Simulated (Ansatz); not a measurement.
C2H3B (SMILES BC#C) moved off its minimum; all values from Ansatz (a quantum-chemistry and plane-wave program), cores frozen in correlated methods.
(charge 0, multiplicity 1)
```xyz
6

B     -1.2061    -0.1144    -0.6723
C      0.0602    -0.0042     0.0087
C      1.1017    -0.0458     0.5676
H      1.9531     0.0783     1.1029
H     -1.9853     0.9241    -0.7527
H     -1.4728    -1.0059    -1.3793
```

| level | largest force (eV/Å) | on atom | rms difference from CCSD(T)/cc-pVTZ (eV/Å) | dipole (D) |
|---|---|---|---|---|
| HF/def2-TZVPP | 4.60 | B1 | 1.040 | 1.15 |
| PBE/def2-TZVPP | 3.49 | B1 | 0.267 | 1.27 |
| r2SCAN/def2-TZVPP | 3.59 | B1 | 0.244 | 1.25 |
| B3LYP/def2-TZVPP | 3.71 | B1 | 0.307 | 1.23 |
| wB97M-V/def2-TZVPP | 3.95 | B1 | 0.416 | 1.22 |
| MP2/cc-pVTZ | 4.20 | B1 | 0.057 | 1.23 |
| CCSD(T)/cc-pVTZ | 4.15 | B1 | 0.000 | 1.22 |

The differences count from one level among others, with limits of its own. Forces at CCSD(T)/cc-pVTZ (eV/Å):

```
atom      Fx      Fy      Fz
----  ------  ------  ------
B1    -2.899   2.346  -1.813
C2    -1.665  -0.234  -0.665
C3     1.670   0.022   0.917
H4     2.064   0.116   1.168
H5     1.007  -1.585   0.418
H6    -0.179  -0.665  -0.026
```
